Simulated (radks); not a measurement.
Spherical quantum dot in the effective-mass picture: electrons in a well V = -V0 / (1 + exp((r - R)/a)) with V0 = 13.8, R = 4.64, a = 0.47, all in effective atomic units (hartree* = m*/eps^2 hartree, bohr* = eps/m* bohr), one dielectric constant everywhere. Calculated with a radial shooting solver with Libxc functionals: non-relativistic Kohn-Sham, PBEsol, spin-polarised, spherical densities. Levels are named by radial order and angular momentum (1s, 1p, 1d, 2s, ...), and open shells are averaged over m.

N = 4, configuration 1s2 1p(up 2, down 0). This is the lowest configuration that the search found. Occupied and some empty levels:

level,occupation,eigenvalue (hartree*),<r> (bohr*)
1s up,1,-12.105,2.120
1s down,1,-12.037,2.082
1p up,2,-11.818,2.416
1p down,0,-11.739,2.407
1d up,0,-11.427,2.630
1d down,0,-11.345,2.632
2s up,0,-11.131,2.057
2s down,0,-11.089,2.068
1f up,0,-10.953,2.802
1f down,0,-10.871,2.809

Energy (hartree*): total -50.6204, kinetic 1.6315, external -54.318, Hartree 3.1751, exchange-correlation -1.1095.

Electron density:

r (bohr*),n(r) (e/bohr*^3)
0.213,0.03368
0.451,0.03500
0.688,0.03705
0.926,0.03948
1.16,0.04179
1.40,0.04336
1.64,0.04355
1.88,0.04184
2.11,0.03798
2.35,0.03213
2.59,0.02498
2.83,0.01748
3.06,0.01083
3.30,0.005820
3.54,0.002683
3.77,0.001036
4.01,0.0003252
4.25,0.00008213
4.49,0.00001643
4.72,2.686e-06
